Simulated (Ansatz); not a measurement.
Consider the formal exchange of groups at a C–C bond: `C=C=CC` + `N/C=C/[SiH3]` → `C/C(N)=C\[SiH3]` + `C=C=C`.

Gas-phase electronic energies from Ansatz, PBE0-D4/def2-TZVP geometries. CCSD(T)/CBS is the MP2 limit (def2-TZVPP, def2-QZVPP) plus CCSD(T) − MP2 in def2-TZVPP, frozen cores. This one scheme is used for every species. Double bonds are as drawn, so ΔE can hold a change between cis and trans. Each species was taken in one conformer, which may not be the lowest.

```tsv
species	MP2/def2-TZVPP energy (Eh)
`C=C=CC`	-155.61027
`N/C=C/[SiH3]`	-423.90485
`C/C(N)=C\[SiH3]`	-463.13221
`C=C=C`	-116.38462
```

Q: Work out ΔE.

A: ΔE = (-463.13221) + (-116.38462) − (-155.61027) − (-423.90485) = -0.00171 Eh = -4.5 kJ/mol. CCSD(T)/CBS gives -4.6 kJ/mol.

Q: What do rigid-rotor, harmonic-oscillator terms from PBE0-D4/def2-TZVP frequencies (298.15 K, 1 bar) make of the CCSD(T)/CBS value? (Best estimate.)

A: Ansatz gave: ΔZPE = -3.3 kJ/mol, ΔH = -6.9 kJ/mol, ΔS = 2 J/(mol·K), ΔG = -7.6 kJ/mol. Modes under 50 cm⁻¹ make the entropy rough.

Largest T1 diagnostic among the species: 0.012.

From BLYP to BHLYP (50 % exact exchange), in def2-TZVPP and without D4, ΔE moves by −3.3 kJ/mol. Leaving LDA and LC-ωPBE aside and taking each functional with its dispersion term where it has one, the values, not all of them listed here, spread over 5.7 kJ/mol, from B97M-V to B2PLYP. LDA lies −7.3 kJ/mol from PBE without D4.
